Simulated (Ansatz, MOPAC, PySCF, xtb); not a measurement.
Dimer: N-methylmethanimine (SMILES C=NC) (first 8 atoms) with HF (SMILES F); geometry from B3LYP-D3(BJ)/def2-TZVP.
(charge 0, multiplicity 1):
| atom | x (Å) | y (Å) | z (Å) |
|---|---|---|---|
| C | -0.8712 | 0.9822 | 0.0853 |
| N | -0.1188 | 0.1396 | 0.6432 |
| C | 0.5642 | -0.8625 | -0.1502 |
| H | -1.3765 | 1.7274 | 0.6935 |
| H | -1.0415 | 0.9987 | -0.9953 |
| H | 0.3436 | -0.7810 | -1.2197 |
| H | 1.6390 | -0.7636 | 0.0099 |
| H | 0.2740 | -1.8513 | 0.2085 |
| F | 0.2233 | 0.1814 | 3.2276 |
| H | 0.1023 | 0.1588 | 2.2706 |

Counterpoise-corrected where a basis set is named; no monomer relaxation.

Frozen-core correlation. The state that PM3 reach isn't checked.

Codes used: Ansatz (Gaussian orbitals); MOPAC for PM3 (differences of heats of formation); PySCF for the dispersion terms; xtb for the GFN methods. Values without a source in brackets are computed.

Problem. One of these levels gives -134.7 meV for the interaction energy. Which?
A) PBE-D3(BJ)/def2-TZVPPD
B) GFN-FF
C) SCS-MP2/aug-cc-pVDZ
D) PM3

Solution. D, PM3. The others give -355.6 (GFN-FF), -666.1 (PBE-D3(BJ)/def2-TZVPPD), -521.8 (SCS-MP2/aug-cc-pVDZ)

Ansatz is an electronic-structure program.
